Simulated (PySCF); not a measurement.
From a computed spectrum to the compound

A species of 3 atoms with charge 0 has these harmonic modes (PBE0, small Gaussian bases with core potentials, PySCF 2.14.0):

| cm⁻¹ | km/mol | symmetry |
| --- | --- | --- |
| 132 | 20.4 | a' |
| 313 | 68.2 | a' |
| 822 | 214.3 | a' |

Which species is it, and in which structure?

CeOCl (singlet in the valence; each metal's 4f electrons, 1 of them, lie in its core potential, out of spins and levels):
```xyz
3

Ce    0.2858    0.0000   -0.3389
O     1.8239    0.0000    0.7463
Cl   -1.9775    0.0000    1.0145
```
Ideal gas at 298.15 K and 1 bar: S = 308.0 J/(mol K), Cp = 50.8 J/(mol K), H − H(0 K) = 12.9 kJ/mol (rigid rotor, harmonic modes, spin degeneracy alone, that of the 4f electrons in the core included). An lcecp potential fixes the number of 4f electrons, so in runs with it no electron can move into or out of that shell.
 The answer isn't unique; the calculation gave this one.
